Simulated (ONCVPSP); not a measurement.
Potentials for Si (Z = 14) compared

Generated with ld1.x 7.5 (TM, RRKJ, ultrasoft, PAW), atompaw 4.2 or ONCVPSP 4.0.1. The cutoff is in Ry: for ld1.x and atompaw files where the sum of valence levels is converged to 10 mRy in a Bessel basis, for ONCV files where the hardest occupied wave has 1 mHa per electron of residual kinetic energy. The error is the largest all-electron minus pseudo excitation energy over each file’s own four to seven test configurations (ionisations up to +4, promotions, holes and added fractions of an electron), all of which were solved. The labels leave out finer settings (local radius, basis sizes, second energies), which also bear on the numbers. Spin-polarised tests are not counted. The rows are a selection from randomly drawn settings: files with unsolved tests, undetermined cutoffs or missed reference levels are left out.

| potential | cutoff (Ry) | largest error (meV) | bound ghosts |
| --- | --- | --- | --- |
| ONCV, PBEsol, scalar-relativistic, rc 0.80/1.05 (sp), local smoothed, core correction no, reference 2s2 2p6 3s2 3p2, qcut 15.3/13.4, projectors 2/2 | 155 | +2.6 | none |
| ONCV, PBE, scalar-relativistic, rc 0.95/0.85 (sp), local smoothed, core correction yes, reference 2s2 2p6 3s2 3p2, qcut 13.8/16.7, projectors 2/2 | 217 | +7.8 | none |
| ONCV, LDA (Perdew-Wang 92), non-relativistic, rc 1.40/2.10 (sp), local s, core correction yes, reference 3s2 3p1.5, qcut 5/4, projectors 0/2 | 168 | +5.7 | none |
| ONCV, revPBE, scalar-relativistic, rc 1.10/1.10 (sp), local smoothed, core correction no, reference 2s2 2p6 3s2 3p1, qcut 12/12.6, projectors 2/2 | 127 | -2.8 | none |

Problem. Fill in the row for Si: ONCV, PBE, scalar-relativistic, rc 1.80/2.25 (sp), local smoothed, core correction yes, reference 3s2 3p2, qcut 2.8/4.1, projectors 1/2.

Solution. cutoff 53 Ry, largest error +101 meV, bound ghosts: none.
